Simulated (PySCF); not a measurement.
Numbering as in the mapped SMILES `[CH3:1][CH:2]=[C:3]([C:4]#[N:5])[C:6]#[N:7]`. Each H is labelled by its parent atom.

Method: GFN2-xTB structure, PBE0/pcSseg-1 with gauge-including orbitals, in PySCF 2.14 (in vacuum, one averaged value for each set of equivalent atoms, relativity neglected, one conformer).

Shifts are taken against calculated references (same method and geometry level): TMS for ¹³C.

Do the ¹³C shifts follow the atomic charges (in e)? Tabulate both.

Results:


| atoms | hybridisation | δ (ppm) | σ para (ppm) | Hirshfeld | IAO | Mulliken | ESP-fitted |
| --- | --- | --- | --- | --- | --- | --- | --- |
| C2 | sp2 | 175.4 | -241 | +0.04 | -0.03 | -0.04 | +0.23 |
| C4 | sp | 118.4 | -188 | +0.08 | +0.14 | +0.19 | +0.49 |
| C6 | sp | 116.6 | -188 | +0.09 | +0.14 | +0.16 | +0.60 |
| C3 | sp2 | 94.9 | -165 | +0.02 | -0.10 | -0.26 | -0.53 |
| C1 | sp3 | 22.8 | -85 | -0.10 | -0.43 | -0.21 | -0.45 |

Correlation coefficients of δ with charge over these carbons: Hirshfeld +0.76, IAO +0.73, Mulliken +0.47, ESP-fitted +0.62; with the paramagnetic shielding -1.00. With so few points, grouped by hybridisation, these coefficients are fragile. Charge is one influence among several: hybridisation and low-lying excitations act through the paramagnetic term.

Shifts are as computed. Against solution values, carbons near 30 ppm lie about +3 ppm off and those near 130 ppm about +5 ppm. Of 1211 compounds with measured shifts, 218 miss one by over three times the rms of a fit or turn the order of signals round; such compounds aren't used in these exercises.
